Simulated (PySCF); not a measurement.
Orbital picture of BiSb

TPSSh at R = 2.588 Å; Bi cc-pVDZ-PP with ECP60, Sb cc-pVDZ-PP with ECP28; scalar-relativistic core potentials (PySCF 2.14). State: ¹Σ⁺ (singlet), closed shell. Only the outer orbitals are listed, counted within each symmetry, core potentials removing the inner ones.

```json
{"orbital": "7σ", "occ.": "2", "ε (eV)": "-15.99", "on Bi (%)": "72", "main shells (%)": "70 Bi s, 24 Sb s"}
{"orbital": "8σ", "occ.": "2", "ε (eV)": "-12.46", "on Bi (%)": "30", "main shells (%)": "69 Sb s, 25 Bi s"}
{"orbital": "9σ", "occ.": "2", "ε (eV)": "-6.36", "on Bi (%)": "47", "main shells (%)": "49 Sb p, 45 Bi p"}
{"orbital": "5π", "occ.": "2", "ε (eV)": "-5.84", "on Bi (%)": "49", "main shells (%)": "50 Sb p, 49 Bi p"}
{"orbital": "5π", "occ.": "2", "ε (eV)": "-5.84", "on Bi (%)": "49", "main shells (%)": "50 Sb p, 49 Bi p"}
{"orbital": "6π", "occ.": "0", "ε (eV)": "-3.10", "on Bi (%)": "51", "main shells (%)": "50 Bi p, 49 Sb p"}
{"orbital": "6π", "occ.": "0", "ε (eV)": "-3.10", "on Bi (%)": "51", "main shells (%)": "50 Bi p, 49 Sb p"}
{"orbital": "10σ", "occ.": "0", "ε (eV)": "-0.17", "on Bi (%)": "51", "main shells (%)": "52 Bi p, 49 Sb p"}
```

Which are the highest filled and the lowest empty level, where do they sit, and how wide is the gap?

Highest filled 5π at -5.84 eV (in %: 50 Sb p, 49 Bi p); lowest empty 6π at -3.10 eV (in %: 50 Bi p, 49 Sb p); the gap at TPSSh is 2.74 eV.

```json
{
 "bond order (Mayer)": "2.97",
 "⟨S²⟩": "0.000",
 "charge on Bi (Mulliken, basis-dependent)": "0.05",
 "charge on Bi (Löwdin, basis-dependent)": "0.05",
 "dipole moment (positive dipole means Bi(−)Sb(+))": "-0.73 D"
}
```

Closed-shell solutions of metal pairs were not tested for spin polarisation, which can lower them a little. Spin–orbit coupling is left out, which matters for elements this heavy, above all for dissociation energies.
